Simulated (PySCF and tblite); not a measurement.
Results of a calculation; reference values are marked as such.
Stationary points of C$_{7}$H$_{13}$BSi at GFN2-xTB, in Å:

Structure A

```
 1 C    -1.569    0.316    1.860
 2 B    -1.059   -0.163    0.448
 3 C    -1.449   -1.577   -0.118
 4 C    -0.450    0.799   -1.842
 5 C     0.502    0.117   -2.508
 6 C     1.523   -0.276   -1.584
 7 C     1.219    0.155   -0.334
 8 Si    2.217   -0.070    1.224
 9 C    -0.125    0.826   -0.396
10 H    -2.213    1.190    1.762
11 H    -0.734    0.633    2.485
12 H    -2.127   -0.439    2.409
13 H    -2.512   -1.601   -0.359
14 H    -0.908   -1.858   -1.019
15 H    -1.297   -2.359    0.625
16 H    -1.347    1.229   -2.250
17 H     0.522   -0.097   -3.563
18 H     2.412   -0.816   -1.861
19 H     1.644   -1.120    2.077
20 H     3.588   -0.437    0.864
21 H     2.229    1.186    1.987
22 H    -0.121    1.829    0.030
```

Structure B

```
 1 C    -2.422    0.457    1.029
 2 B    -1.214   -0.059    0.133
 3 C    -0.963   -1.622    0.055
 4 C    -0.645    1.023   -1.004
 5 C     0.106    0.365   -2.036
 6 C     1.312   -0.035   -1.527
 7 C     1.427    0.383   -0.182
 8 Si    2.861    0.011    0.963
 9 C     0.249    1.053    0.159
10 H    -2.494    1.540    1.093
11 H    -2.355    0.074    2.046
12 H    -3.373    0.096    0.637
13 H    -1.824   -2.122   -0.390
14 H    -0.090   -1.907   -0.528
15 H    -0.845   -2.052    1.049
16 H    -1.355    1.804   -1.227
17 H    -0.272    0.159   -3.022
18 H     2.064   -0.596   -2.053
19 H     2.782    0.899    2.126
20 H     2.792   -1.385    1.409
21 H     4.122    0.229    0.248
22 H     0.136    1.684    1.023
```

Structure C

```
 1 C    -2.809    0.374    0.827
 2 B    -1.554   -0.257    0.110
 3 C    -1.272   -1.803    0.168
 4 C    -0.568    0.725   -0.683
 5 C     0.126    0.076   -1.821
 6 C     1.391   -0.214   -1.474
 7 C     1.657    0.268   -0.136
 8 Si    3.296    0.097    0.752
 9 C     0.528    0.859    0.321
10 H    -2.564    1.301    1.342
11 H    -3.288   -0.291    1.542
12 H    -3.562    0.638    0.083
13 H    -1.934   -2.318   -0.530
14 H    -0.255   -2.070   -0.109
15 H    -1.481   -2.229    1.148
16 H    -1.053    1.667   -0.937
17 H    -0.365   -0.156   -2.749
18 H     2.125   -0.716   -2.080
19 H     3.204    0.750    2.060
20 H     3.610   -1.325    0.932
21 H     4.362    0.719   -0.041
22 H     0.397    1.334    1.276
```

Geometries: GFN2-xTB; energies: PBE0/pcSseg-1 + D3(BJ), IEF-PCM dichloromethane; zero-point and thermal terms from GFN2-xTB harmonic modes (soft modes blended into free rotors).

Task: Which structure is a saddle point, and along which motion?

Result: B: one imaginary mode (91i cm⁻¹ at GFN2-xTB, mostly on B2, Si8, C4), along the shift of B2 from C4 to C9.

Task: Give their symmetry and energies above the lowest.

Result: A C1, 0.0 kcal/mol; B C1, 3.3 kcal/mol; C C1, 1.3 kcal/mol.

DFT energies on a tight-binding saddle of a bond shift can be off by several kcal/mol. The barrier is low, and the GFN2-xTB saddle may lie off the DFT one, so take it as rough.
